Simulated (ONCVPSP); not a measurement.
Before and after: ONCV potential for lanthanum (La)

| Quantity | Value |
| --- | --- |
| Element | lanthanum (La) |
| Generator | ONCVPSP 4.0.1 |
| Type | optimised norm-conserving Vanderbilt (ONCV) |
| Functional | PBEsol |
| Relativity | fully relativistic |
| Frozen core | [Kr] 4d10 |
| Valence charge | 11 |
| Reference configuration | 5s2 5p6 5d1 6s1 (charge +1) |
| Partial waves | 5s+6s: rc 2.45 bohr, ncon 3, nbas 7, qcut 5.5 1/bohr, 2 projectors; 5p: rc 3.05 bohr, ncon 4, nbas 7, qcut 4.1 1/bohr, 2 projectors, debl 2.6 Ha; 5d: rc 2.90 bohr, ncon 4, nbas 8, qcut 3.7 1/bohr, 2 projectors, debl 1.1 Ha; f scattering state at 0.17 Ha: rc 2.35 bohr, ncon 3, nbas 7, qcut 4.7 1/bohr, 3 projectors, debl 3.5 Ha |
| Local potential | polynomial inside 1.80 bohr (lpopt 5, dvloc0 1 Ha) |
| Core correction | Teter function, fcfact 5.5, rcfact 1.05 |

Open shells are filled in proportion to 2j + 1.

In the p channel the program set the typed energies aside and used -1.008, 0.050 Ha (j = l + 1/2; the other j can differ). In the f channel the program set the typed energies aside and used -0.371, 3.129, 6.629 Ha (j = l + 1/2; the other j can differ).

Change: all radii but the core radius scaled by about 1.12 (s 2.74, p 3.42, d 3.24, f 2.64 bohr); local potential polynomial inside 2.02 bohr (lpopt 5, dvloc0 1 Ha).

Cutoffs: the cutoffs (Ha) at which the residual kinetic energy of the hardest occupied pseudo-wave falls to 1 and 0.1 mHa per electron; they do not see the model core or the augmentation charge, which bear on the density cutoff. Errors are all-electron minus pseudo energies relative to the spin-unpolarised reference configuration.

How do hardness, ghosts and transferability respond?

The potential gets softer (9.4 Ha and 11 Ha → 8.6 Ha and 11 Ha); the lowest positive-energy flag moves from s at 89.9 eV to d3/2 at 5.0 eV; of the 4 tests that both files solve, the error grows in 2 and shrinks in 0 by more than 15 % and 0.3 meV (median size 0.5 → 0.8 meV); neither file shows a bound ghost. A larger radius leaves more room for a smooth pseudo-wave, so fewer plane waves are needed.

```tsv
quantity	base	changed
cutoff, loose	9.4 Ha	8.6 Ha
cutoff, tight	11 Ha	11 Ha
loose cutoff by channel	s 9.4 Ha, p 5.5 Ha, d 5.6 Ha	s 8.6 Ha, p 5.3 Ha, d 5.3 Ha
bound ghosts	none	none
GHOST(+) flags under 300 eV	s at 89.9 eV	d3/2 at 5.0 eV, f7/2 at 190.2 eV, f5/2 at 190.4 eV, d5/2 at 277.4 eV
error for 5s2 5p6 5d1 6s2, meV [ΔE -6.00 eV]	-0.4	-0.5
error for 5s2 5p6 5d1 6s0, meV [ΔE 10.85 eV]	-0.6	-1.1
error for 5s2 5p6 5d0 6s0, meV [ΔE 29.74 eV]	+7.8	+13
error for 5s2 5p6 5d1 6s0 6p1, meV [ΔE 2.97 eV]	0.0	-0.1
rms error of d²Exc/dni dnj with the model core, mHa	4.54	4.43
```

Base: The cutoffs count occupied waves only; projector 2 of the f channel, the hardest unoccupied one, needs 102 Ha at the loose tolerance. These tests converged, but a pseudo level misses the all-electron one widely, so the file describes the atom poorly there or has found another state: 5s2 5p6 5d1 6s0 6p1: empty 6s by 4.5 eV. Changed file: The cutoffs count occupied waves only; projector 2 of the f channel, the hardest unoccupied one, needs 82 Ha at the loose tolerance. These tests converged, but a pseudo level misses the all-electron one widely, so the file describes the atom poorly there or has found another state: 5s2 5p6 5d1 6s0 6p1: empty 6s by 4.5 eV.
